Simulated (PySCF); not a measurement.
GeH₃O₃, SMILES [OH][Ge]([OH])[OH] (connectivity only; charge and spin as stated), charge +1, multiplicity 1.

The structure is a stationary point at PBE-D3(BJ)/def2-SVP. The multiplicity is an assumed one; other spin states were not compared. The isomer is the one that the SMILES or the coordinates give; other isomers of the formula were not compared. One conformer was computed; it need not be the lowest.

All values below come from PySCF with PBE-D3(BJ)/def2-SVP.

Frequencies are harmonic and unscaled.

| mode | ν (cm⁻¹) | IR (km/mol) | Raman (Å⁴/amu) | depolarisation | moving atoms (share of kinetic energy) |
|---|---|---|---|---|---|
| 1 | 183 | 36.3 | 0.1 | 0.75 | O 60 %, Ge 40 % |
| 2 | 204 | 23.2 | 2.8 | 0.72 | O 70 %, Ge 15 %, H 15 % |
| 3 | 214 | 0.1 | 2.1 | 0.67 | O 74 %, Ge 14 %, H 12 % |
| 4 | 271 | 6.5 | 0.4 | 0.75 | H 92 %, O 8 % |
| 5 | 358 | 100.0 | 1.3 | 0.75 | H 87 %, O 12 % |
| 6 | 410 | 251.1 | 0.2 | 0.75 | H 97 % |
| 7 | 696 | 2.7 | 29.7 | 0.07 | O 97 % |
| 8 | 777 | 201.2 | 0.2 | 0.72 | O 52 %, H 37 %, Ge 11 % |
| 9 | 795 | 125.9 | 3.0 | 0.27 | O 67 %, H 18 %, Ge 15 % |
| 10 | 859 | 19.2 | 5.9 | 0.75 | H 56 %, O 30 %, Ge 14 % |
| 11 | 911 | 6.1 | 3.9 | 0.75 | H 72 %, O 16 %, Ge 12 % |
| 12 | 920 | 102.8 | 2.2 | 0.61 | H 90 %, O 9 % |
| 13 | 3633 | 391.2 | 45.6 | 0.55 | H 94 % |
| 14 | 3639 | 174.6 | 53.9 | 0.26 | H 94 % |
| 15 | 3655 | 266.6 | 147.2 | 0.18 | H 94 % |
